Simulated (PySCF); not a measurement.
**Computed properties of Cl2GeH4OSi, SMILES O[Si](Cl)(Cl)[GeH3]**

Si(Cl)2(GeH3)(OH) (Cl2GeH4OSi), SMILES O[Si](Cl)(Cl)[GeH3]. Coordinates come from a ωB97X-D3(BJ)/def2-SVP optimisation. The structure was generated by enumeration, and PubChem lists no compound with its InChIKey, so it may never have been made. The values are those of a single conformer. All values are computed for the isolated molecule unless a solvent is named; none is compared with measurement here.

**Structure.** The optimised structure has Cs symmetry. All 21 harmonic modes at ωB97X-D3(BJ)/def2-SVP (PySCF) are real, so it is a minimum. With heavy atoms numbered as in [OH:1][Si:2]([Cl:3])([Cl:4])[GeH3:5], the shortest bond between them is O1–Si2 at 1.648 Å and the longest Si2–Ge5 at 2.343 Å.

**Vibrations.** The strongest infrared lines (harmonic, unscaled, degenerate partners summed) lie at 803 cm⁻¹ (238 km/mol, H 74 %, O 19 %), 821 cm⁻¹ (168 km/mol, H 90 %), 610 cm⁻¹ (161 km/mol, Si 65 %, Cl 28 %). The softest mode is at 88 cm⁻¹ and the zero-point energy is 26.6 kcal/mol.

**Electronic structure.** HF/def2-TZVP (PySCF) places the frontier levels at -11.29 and 3.07 eV, a gap of 14.36 eV, and gives a dipole moment of 0.86 D and a mean polarisability of 76.0 bohr³. PBE/def2-TZVP (PySCF) at the same geometry gives -7.33 and -1.02 eV, so its gap is 8.05 eV narrower. An orbital gap is neither the optical nor the fundamental gap.

**Excitations.** TDA-M06-2X/def2-SVPD (PySCF) has S1 at 7.32 eV (169 nm, f = 0.095, bright); the most intense of the 10 singlets computed lies at 7.59 eV (f = 0.33). T1 (TDA) is at 6.51 eV, 0.81 eV under S1. TDA-PBE/def2-SVPD (PySCF) puts S1 at 6.50 eV. No vertical singlet excitation falls in the visible range (under 3.1 eV).

**NMR.** GIAO shifts at KT2/pcSseg-1 (PySCF) (non-relativistic, atoms alike by connectivity averaged): ¹H from 3.2 to 3.9 ppm against TMS; ²⁹Si at 20.9 ppm against TMS. Without spin–orbit terms, shifts of atoms bonded to Cl or Br come out too high.
